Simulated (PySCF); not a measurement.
fluoroethylene carbonate (C$_{3}$H$_{3}$FO$_{3}$), singlet, geometry from GFN2-xTB; CASSCF(6,7)/STO-3G in PySCF.

Here is a job for PySCF.
```python
from pyscf import gto, scf, mcscf
import numpy

mol = gto.Mole()
mol.atom = '''
    O     2.281717    0.001831    0.240365
    C     1.130468    0.101353    0.009170
    O     0.457766    1.252666   -0.122668
    C    -0.898086    1.008072   -0.427051
    C    -1.013415   -0.524625   -0.315933
    F    -1.710276   -0.859352    0.813975
    O     0.291789   -0.958015   -0.198851
    H    -1.535571    1.505108    0.308109
    H    -1.118828    1.375353   -1.432511
    H    -1.517088   -1.026956   -1.149261
'''
mol.basis = 'sto-3g'
mol.charge = 0
mol.spin = 0
mol.verbose = 4
mol.build()

mf = scf.RHF(mol)
mf.kernel()
mc = mcscf.CASSCF(mf, 7, 6)
mc.fix_spin_(ss=0.0)
mc.kernel()
occ = numpy.linalg.eigvalsh(mc.fcisolver.make_rdm1(mc.ci, mc.ncas, mc.nelecas))[::-1]
ss = mc.fcisolver.spin_square(mc.ci, mc.ncas, mc.nelecas)[0]
print('natural occupations', occ.round(4), ' <S^2>', round(ss, 4))
```

### Question
What does PySCF print? Leave out banner, timings and long lists.

### Answer

```
PySCF version 2.14.0

[INPUT] verbose = 4
[INPUT] num. atoms = 10
[INPUT] num. electrons = 54
[INPUT] charge = 0
[INPUT] spin (= nelec alpha-beta = 2S) = 0
[INPUT] symmetry False subgroup None
[INPUT] Mole.unit = angstrom
[INPUT] Symbol           X                Y                Z      unit          X                Y                Z       unit  Magmom
[...]
nuclear repulsion = 323.450279290259
number of shells = 24
number of NR pGTOs = 114
number of NR cGTOs = 38
basis = sto-3g
ecp = {}

******** <class 'pyscf.scf.hf.RHF'> ********
method = RHF
initial guess = minao
damping factor = 0
level_shift factor = 0
DIIS = <class 'pyscf.scf.diis.CDIIS'>
diis_start_cycle = 1
diis_space = 8
diis_damp = 0
SCF conv_tol = 1e-09
SCF conv_tol_grad = None
SCF max_cycles = 50
direct_scf = True
direct_scf_tol = 1e-13
Set gradient conv threshold to 3.16228e-05
Initial guess from minao.
init E= -435.541251565223
[...]
cycle= 1 E= -433.242489968527  delta_E=  2.3  |g|= 0.932  |ddm|= 4.41
[...]
cycle= 2 E= -433.478492110265  delta_E= -0.236  |g|= 0.497  |ddm|= 1.68
[...]
cycle= 3 E= -433.541158839032  delta_E= -0.0627  |g|= 0.0802  |ddm|= 0.626
[...]
cycle= 4 E= -433.544309183555  delta_E= -0.00315  |g|= 0.0334  |ddm|= 0.146
[...]
cycle= 5 E= -433.544979192625  delta_E= -0.00067  |g|= 0.00931  |ddm|= 0.0791
[...]
cycle= 6 E= -433.545053330131  delta_E= -7.41e-05  |g|= 0.0025  |ddm|= 0.0308
[...]
cycle= 7 E= -433.545058044104  delta_E= -4.71e-06  |g|= 0.000593  |ddm|= 0.00819
[...]
cycle= 8 E= -433.545058263967  delta_E= -2.2e-07  |g|= 0.000133  |ddm|= 0.00173
[...]
cycle= 9 E= -433.545058272939  delta_E= -8.97e-09  |g|= 1.95e-05  |ddm|= 0.000331
[...]
cycle= 10 E= -433.545058273146  delta_E= -2.07e-10  |g|= 5.55e-06  |ddm|= 4.52e-05
[...]
Extra cycle  E= -433.545058273165  delta_E= -1.83e-11  |g|= 2.32e-06  |ddm|= 1.14e-05
converged SCF energy = -433.545058273165

******** <class 'pyscf.mcscf.mc1step.CASSCF'> ********
CAS (3e+3e, 7o), ncore = 24, nvir = 7
max_cycle_macro = 50
max_cycle_micro = 4
conv_tol = 1e-07
conv_tol_grad = None
orbital rotation max_stepsize = 0.02
orbital rotation threshold for CI restart = 0.01
augmented hessian ah_max_cycle = 30
augmented hessian ah_conv_tol = 1e-12
augmented hessian ah_linear dependence = 1e-14
augmented hessian ah_level shift = 1e-08
augmented hessian ah_start_tol = 2.5
augmented hessian ah_start_cycle = 3
augmented hessian ah_grad_trust_region = 3
kf_trust_region = 3
kf_interval = 4
ci_response_space = 4
ci_grad_trust_region = 3
[...]
CASCI E = -433.569054022864  S^2 = 0.0000000
[...]
               |grad[o]|=0.00801  |grad[c]|=0.0466  |ddm|=0.0124  |maxRot[o]|=0.227
macro iter   9 ( 18 JK    4 micro), CASSCF E = -433.634883757644  dE = -1.24929357e-04  S^2 = 0.0000000
               |grad[o]|=0.00524  |grad[c]|=0.011  |ddm|=0.004  |maxRot[o]|=0.0442
macro iter  10 ( 13 JK    4 micro), CASSCF E = -433.635117816312  dE = -2.34058668e-04  S^2 = 0.0000000
               |grad[o]|=0.0041  |grad[c]|=0.00505  |ddm|=0.00197  |maxRot[o]|=0.0199
macro iter  11 ( 13 JK    4 micro), CASSCF E = -433.635075475888  dE =  4.23404239e-05  S^2 = 0.0000000
               |grad[o]|=0.00309  |grad[c]|=0.00507  |ddm|=0.00143  |maxRot[o]|=0.0102
macro iter  12 ( 21 JK    4 micro), CASSCF E = -433.635333207682  dE = -2.57731794e-04  S^2 = 0.0000000
               |grad[o]|=0.00346  |grad[c]|=0.0017  |ddm|=0.000925  |maxRot[o]|=0.0775
macro iter  13 ( 21 JK    4 micro), CASSCF E = -433.635423645018  dE = -9.04373363e-05  S^2 = 0.0000000
               |grad[o]|=0.00172  |grad[c]|=0.00165  |ddm|=0.000225  |maxRot[o]|=0.173
macro iter  14 ( 21 JK    4 micro), CASSCF E = -433.635564794690  dE = -1.41149672e-04  S^2 = 0.0000000
               |grad[o]|=0.00111  |grad[c]|=0.0022  |ddm|=0.000205  |maxRot[o]|= 0.23
macro iter  15 ( 21 JK    4 micro), CASSCF E = -433.635710874596  dE = -1.46079906e-04  S^2 = 0.0000000
               |grad[o]|=0.000715  |grad[c]|=0.00148  |ddm|=0.000248  |maxRot[o]|=0.265
macro iter  16 (  9 JK    2 micro), CASSCF E = -433.635731839396  dE = -2.09648005e-05  S^2 = 0.0000000
               |grad[o]|=0.00035  |grad[c]|=0.000226  |ddm|=0.000108  |maxRot[o]|=0.111
macro iter  17 (  3 JK    1 micro), CASSCF E = -433.635732148814  dE = -3.09417658e-07  S^2 = 0.0000000
               |grad[o]|=6.47e-05  |grad[c]|=9.34e-05  |ddm|=2.29e-05  |maxRot[o]|=0.0138
macro iter  18 (  1 JK    1 micro), CASSCF E = -433.635732148827  dE = -1.31308298e-11  S^2 = 0.0000000
               |grad[o]|=1.34e-05  |grad[c]|=6.37e-06  |ddm|=    0  |maxRot[o]|=    0
1-step CASSCF converged in  18 macro (305 JK  64 micro) steps
CASSCF canonicalization
Density matrix diagonal elements [1.98102291 1.98009012 1.92541643 0.07484724 0.01533975 0.01542485
 0.0078587 ]
CASSCF energy = -433.635732148827
CASCI E = -433.635732148827  E(CI) = -13.0222098467114  S^2 = 0.0000000
natural occupations [1.9835e+00 1.9801e+00 1.9252e+00 7.4600e-02 2.0700e-02 1.5700e-02
 2.0000e-04]  <S^2> 0.0
```
